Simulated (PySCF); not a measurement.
ClGeHOSi, CH7ClGeSi, CH5AlBGe, AlBGeH4N (calculated)

All values are calculated (PySCF 2.14.0). Calculation on a computer-drawn molecule: optimised geometry and harmonic frequencies of an isolated molecule of the commonest isotopes, restricted reference for singlets and unrestricted otherwise, frozen core in MP2; on germanium a core potential holds 10 electrons, which the energies leave out, and 3d is frozen in MP2 and coupled-cluster steps.

Common to all runs: multiplicity 1; basis cc-pV(D+d)Z; basis and core potential on germanium cc-pVDZ-PP ECP10MDF.

```yaml
- entry: 1
  formula: ClGeHOSi
  start_structure:
    atoms_angstrom:
      - [O, 0.9628, -0.0955, 1.2154]
      - [Ge, 0.3173, 0.4344, -0.1786]
      - [Si, 0.2117, 2.8783, -0.6574]
      - [Cl, -1.8098, 2.8491, -1.2265]
      - [H, -0.2709, -0.5508, -1.2103]
  given:
    charge: 0
    method: MP2
    drawn_bonds_atom: [1, 2, 3, 2]
    drawn_bonds_other_atom: [2, 3, 4, 5]
    drawn_bonds_order: [2, 1, 1, 1]
  results:
    optimised_atom_element: [O, Ge, Si, Cl, H]
    "optimised_atom_x [angstrom]": [1.368, 0.2626, -0.08746, -1.542, -0.5903]
    "optimised_atom_y [angstrom]": [-0.2275, 0.4725, 2.939, 2.767, -0.4353]
    "optimised_atom_z [angstrom]": [0.9917, -0.07544, -0.2343, -1.726, -1.014]
    "modes_frequency [cm^-1]": [32.92, 87.64, 164.4, 344.6, 361.4, 529.4, 705.2, 893.8, 2053]
    "modes_reduced_mass [dalton]": [10.27, 12.5, 25.77, 29.86, 1.141, 28.49, 1.108, 11.43, 1.021]
    "rotational_constants [GHz]": [8.947, 1.255, 1.101]
    "total_energy [hartree]": -1117.7185
    "convergence_status_largest_gradient_component [hartree/bohr]": 1.079e-05
- entry: 2
  formula: CH7ClGeSi
  start_structure:
    atoms_angstrom:
      - [C, 2.084, 0.2945, -1.2098]
      - [Si, 1.4666, -0.9476, 0.2168]
      - [Ge, 0.0858, 0.2299, 1.7208]
      - [Cl, 0.2218, 2.3492, 1.5205]
      - [H, 2.722, -0.1733, -1.8847]
      - [H, 1.1931, 0.6867, -1.7161]
      - [H, 2.6303, 1.1278, -0.7246]
      - [H, 2.6821, -1.4372, 0.8938]
      - [H, 0.7408, -2.0364, -0.4626]
      - [H, 0.4531, -0.0253, 3.2149]
      - [H, -1.3688, -0.1233, 1.6061]
  given:
    charge: 0
    method: HF
    drawn_bonds_atom: [1, 2, 3, 1, 1, 1, 2, 2, 3, 3]
    drawn_bonds_other_atom: [2, 3, 4, 5, 6, 7, 8, 9, 10, 11]
    drawn_bonds_order: [1, 1, 1, 1, 1, 1, 1, 1, 1, 1]
  results:
    optimised_atom_element: [C, Si, Ge, Cl, H, H, H, H, H, H, H]
    "optimised_atom_x [angstrom]": [1.916, 1.63, 0.05511, 0.8356, 2.661, 0.9923, 2.276, 2.885, 1.081, -0.08736, -1.333]
    "optimised_atom_y [angstrom]": [0.2351, -0.836, 0.2053, 2.218, -0.2239, 0.3606, 1.224, -1.043, -2.163, -0.4706, 0.4383]
    "optimised_atom_z [angstrom]": [-1.278, 0.2408, 1.73, 2.158, -1.932, -1.848, -0.9864, 0.9994, -0.1345, 3.093, 1.133]
    "modes_frequency [cm^-1]": [45.57, 92.69, 161.3, 182.9, 352.4, 403.7, 416.2, 503.7, 649.4, 689.4, 714.1, 777.5, 808.2, 932.3, 956.5, 975.4, 1022, 1394, 1553, 1556, 2232, 2239, 2295, 2312, 3174, 3258, 3266]
    "modes_reduced_mass [dalton]": [3.04, 4.448, 1.835, 1.464, 6.764, 3.251, 1.669, 1.164, 1.05, 1.054, 2.344, 1.377, 1.055, 1.102, 1.26, 1.167, 1.05, 1.237, 1.049, 1.05, 1.023, 1.017, 1.041, 1.039, 1.035, 1.102, 1.102]
    "rotational_constants [GHz]": [3.639, 1.557, 1.199]
    "total_energy [hartree]": -1083.8178
    "convergence_status_largest_gradient_component [hartree/bohr]": 2.754e-05
- entry: 3
  formula: CH5AlBGe
  start_structure:
    atoms_angstrom:
      - [B, -1.9775, 1.532, 0.2717]
      - [C, -0.6748, 1.1618, 0.6229]
      - [Ge, 0.9353, 1.0074, -0.5249]
      - [Al, 1.7723, -1.225, -0.8268]
      - [H, -2.9448, 1.8126, 0.044]
      - [H, -0.4007, 0.9739, 1.6781]
      - [H, 0.6939, 1.44, -1.9947]
      - [H, 2.1019, 1.818, -0.0206]
      - [H, 2.3433, -2.6742, -0.9305]
  given:
    charge: 1
    method: HF
    drawn_bonds_atom: [1, 2, 3, 1, 2, 3, 3, 4]
    drawn_bonds_other_atom: [2, 3, 4, 5, 6, 7, 8, 9]
    drawn_bonds_order: [2, 1, 1, 1, 1, 1, 1, 1]
  results:
    optimised_atom_element: [B, C, Ge, Al, H, H, H, H, H]
    "optimised_atom_x [angstrom]": [-1.846, -0.5486, 0.9303, 1.728, -2.93, -0.3269, 0.5796, 2.169, 2.093]
    "optimised_atom_y [angstrom]": [1.398, 1.129, 1.212, -1.241, 1.631, 0.9621, 1.59, 1.923, -2.758]
    "optimised_atom_z [angstrom]": [0.2518, 0.6655, -0.5331, -0.7883, -0.134, 1.716, -1.965, -0.01285, -0.8805]
    "modes_frequency [cm^-1]": [72.12, 140.9, 185.5, 261.0, 330.4, 389.3, 477.4, 562.5, 617.5, 689.9, 765.1, 782.9, 875.4, 928.3, 1068, 1553, 2075, 2270, 2276, 2962, 3321]
    "modes_reduced_mass [dalton]": [4.172, 2.446, 2.527, 12.98, 1.077, 1.19, 1.178, 1.306, 4.213, 1.062, 1.129, 1.24, 1.436, 1.032, 1.203, 5.83, 1.046, 1.017, 1.023, 1.132, 1.089]
    "rotational_constants [GHz]": [6.258, 2.049, 1.659]
    "total_energy [hartree]": -600.4508
    "convergence_status_largest_gradient_component [hartree/bohr]": 1.637e-05
- entry: 4
  formula: AlBGeH4N
  start_structure:
    atoms_angstrom:
      - [Al, -1.903, -1.1486, 2.4943]
      - ["N", -0.6563, -0.9141, 1.2684]
      - [B, 0.2211, -0.7702, 0.2825]
      - [Ge, 1.5723, -0.4495, -1.1121]
      - [H, -2.959, -2.1959, 2.297]
      - [H, -1.7556, -0.2906, 3.804]
      - [H, 1.6486, -1.194, -2.4147]
      - [H, 2.7214, 0.5949, -1.0522]
  given:
    charge: 1
    method: HF
    drawn_bonds_atom: [1, 2, 3, 1, 1, 4, 4]
    drawn_bonds_other_atom: [2, 3, 4, 5, 6, 7, 8]
    drawn_bonds_order: [1, 2, 1, 1, 1, 1, 1]
  results: {}
```

Question: What total energy does the calculation give for AlBGeH4N (entry 4)?
Answer: -616.5110 hartree

Question: Estimate the rotational constants of AlBGeH4N (entry 4).
Answer: 68.38, 0.8356, 0.8346 GHz

Further results for AlBGeH4N (entry 4):

| Property | Result |
| --- | --- |
| convergence status largest gradient component | 1.273e-05 hartree/bohr |

Optimised structure:
```xyz
8
AlBGeH4N
Al    -1.8810    -1.1544     2.5267
N     -0.6238    -0.8960     1.2050
B      0.2165    -0.7229     0.3217
Ge     1.5875    -0.4409    -1.1181
H     -3.3367    -1.3856     2.0141
H     -1.3234    -1.1078     3.9835
H      2.3414    -1.6013    -1.7260
H      1.9090     0.9408    -1.6398
```

Modes:
```csv
frequency (cm⁻¹),reduced mass (dalton)
89.27,4.651
94.36,5.29
97.29,1.008
261.6,3.701
268.4,4.356
314.9,12.39
587.8,1.351
588.9,1.333
651.2,1.182
694.9,13.93
709.4,1.129
805.8,1.057
941.8,1.028
2068,1.022
2085,1.066
2133,11.53
2334,1.017
2354,1.027
```
